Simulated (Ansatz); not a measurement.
Ansatz (a quantum-chemistry and plane-wave program) input:

Ansatz 0.2 input:
```yaml
crystal:
  periodic: [false, false, false]
  atoms:
    - {symbol: Ta, position_ang: [-0.00000000, -0.00000000, -0.16506732]}
    - {symbol: O, position_ang: [0.00000000, 0.00000000, 1.50623933]}
basis:
  gaussian:
    orbitals: def2-TZVPD
hamiltonian:
  xc: {name: BHLYP}
magnetization: {spin_polarized: true, initial_magnetization: 1}
```

What final total energy does it print?

-132.06414 Eh (BHLYP/def2-TZVPD). The basis has 83 functions.

This state (charge 0, doublet) is run at the relaxed geometry of the species with charge 1 and multiplicity 3.
